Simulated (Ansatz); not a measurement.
Reaction (formal exchange of groups at a B–S bond): `BSC(=C)Cl` + `CC(C)N` → `BCC(C)N` + `C=C(S)Cl`

Isolated molecules relaxed with PBE0-D4/def2-TZVP in Ansatz; ΔE leaves out vibrations. CBS: MP2 limit from def2 TZ/QZ plus the TZ coupled-cluster correction, frozen cores. Each species was taken in one conformer, which may not be the lowest.

| species | MP2/def2-QZVPP energy (Eh) |
| --- | --- |
| `BSC(=C)Cl` | -960.69809 |
| `CC(C)N` | -174.17133 |
| `BCC(C)N` | -199.52227 |
| `C=C(S)Cl` | -935.30706 |

Work out ΔE.

ΔE = (-199.52227) + (-935.30706) − (-960.69809) − (-174.17133) = 0.04009 Eh = +25.2 kcal/mol. CCSD(T)/CBS gives +24.3 kcal/mol.

Largest T1 diagnostic among the species: 0.014.

From PBE to PBE0 (25 % exact exchange), in def2-TZVPP and without D4, ΔE moves by −0.9 kcal/mol. In def2-TZVPP, CCSD(T) changes the Hartree–Fock value by +2.9 kcal/mol (the triples alone add +1.0 kcal/mol) and MP2 by +3.8 kcal/mol.
